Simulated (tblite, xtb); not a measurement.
CH₂NO (SMILES N[C]=O), doublet, at a GFN2-xTB geometry. Base run: GFN1-xTB in xtb 6.7.1.

The xtb input:
```
$ xtb mol.xyz --gfn 1 --uhf 1 --json

# file mol.xyz
5

O     -0.26239492     1.20792016    -0.01400583
C     -0.41467571     0.01679901     0.00061495
N      0.43485650    -0.99377497     0.01109142
H      0.09501155    -1.93993374     0.02313653
H      1.44820656    -0.86779678     0.00758046
```

Programs used: tblite, xtb; a row that names a program was run with it.

Variants of this job, named by their change:

```tsv
change	ΔE vs base (kJ/mol)	dipole (D)	G_solv (kcal/mol)	SCF cycles
base	0.00	4.85	-	9
alpb = acetone	-46.1	5.46	-12.63	10
alpb = dmf	-40.2	5.40	-10.66	9
gbsa = toluene	-20.81	5.27	-5.51	9
program = tblite; method = gfn1	0.00	-	-	-
gbsa = methanol	-35.1	5.49	-9.74	9
acc = 1000	0.00	4.85	-	6
alpb = methanol	-39.6	5.52	-11.01	9
etemp = 5000	-4.20	4.86	-	10
```

ALPB and GBSA are two models with their own fitted parameters for each solvent, which aren't always the measured dielectric constant.
